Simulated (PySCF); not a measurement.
**Frontier levels across methods**

C2H6O2Si.
SMILES with atom numbers: `[O:1]=[CH:2][O:3][CH2:4][SiH3:5]` (hydrogens: H6 on C2; H7, H8 on C4; H9, H10, H11 on Si5)

Structure used (PBE0-D3(BJ)/def2-SVP), in Å, numbered top down from 1:
```
atom  x, y, z in Å
O1     1.010   -1.372    1.321
C2     1.736   -0.495    0.934
O3     1.369    0.544    0.210
C4    -0.010    0.667   -0.164
Si5   -1.291   -0.666    0.340
H6     2.823   -0.447    1.143
H7    -0.357    1.636    0.229
H8    -0.028    0.754   -1.263
H9    -1.078   -1.998   -0.290
H10   -2.521   -0.081   -0.301
H11   -1.569   -0.741    1.800
```

Basis pcSseg-2 throughout (PySCF), one geometry. One conformer (not necessarily the lowest) at the PBE0-D3(BJ)/def2-SVP geometry, without solvent, vibrations or thermal averaging.

Question: How do the orbital energies, the gap and the dipole change with the method?

Answer: 
| method | kind | HOMO (eV) | LUMO (eV) | gap (eV) | μ (D) | SCF cycles |
| --- | --- | --- | --- | --- | --- | --- |
| BLYP | GGA | -6.86 | -1.42 | 5.44 | 2.02 | 16 |
| OPBE | GGA | -6.89 | -1.37 | 5.52 | 2.05 | 16 |
| PBE | GGA | -6.93 | -1.52 | 5.41 | 2.04 | 16 |
| B97-D | GGA | -6.97 | -1.42 | 5.55 | 2.04 | 16 |
| LDA | LDA | -7.04 | -1.79 | 5.25 | 2.04 | 15 |
| BP86 | GGA | -7.04 | -1.59 | 5.45 | 2.05 | 15 |
| KT2 | GGA | -7.07 | -1.45 | 5.62 | 2.00 | 16 |
| KT3 | GGA | -7.10 | -1.44 | 5.66 | 1.99 | 16 |
| B97-2 | global hybrid | -8.16 | -0.43 | 7.73 | 2.06 | 14 |
| B3LYP | global hybrid | -8.21 | -0.67 | 7.55 | 2.04 | 14 |
| PBE0 | global hybrid | -8.41 | -0.37 | 8.05 | 2.06 | 14 |
| mPW1PW91 | global hybrid | -8.46 | -0.39 | 8.07 | 2.06 | 14 |
| CAM-B3LYP | range-separated hybrid | -9.85 | 0.80 | 10.65 | 2.03 | 13 |
| BHandHLYP | global hybrid | -9.85 | 0.81 | 10.66 | 2.06 | 13 |
| wB97X-D | range-separated hybrid | -10.30 | 1.53 | 11.83 | 2.07 | 14 |
| LC-wPBE | range-separated hybrid | -11.14 | 2.09 | 13.23 | 2.05 | 14 |
| HF | Hartree–Fock | -12.01 | 2.63 | 14.64 | 2.18 | 11 |

The HOMO spans 5.15 eV, from BLYP down to HF, and the gap runs from 5.25 eV (LDA) to 14.64 eV (HF). Over the methods BLYP (0 %), OPBE (0 %), PBE (0 %), B97-D (0 %), LDA (0 %), BP86 (0 %), KT2 (0 %), KT3 (0 %), B97-2 (21 %), B3LYP (20 %), PBE0 (25 %), mPW1PW91 (25 %), BHandHLYP (50 %), HF (100 %), a straight line through the gap against the share of exact exchange rises by 0.94 eV for each 10 % (correlation coefficient 0.997). The dipole ranges from 1.99 D (KT3) to 2.18 D (HF). This basis has no diffuse functions.
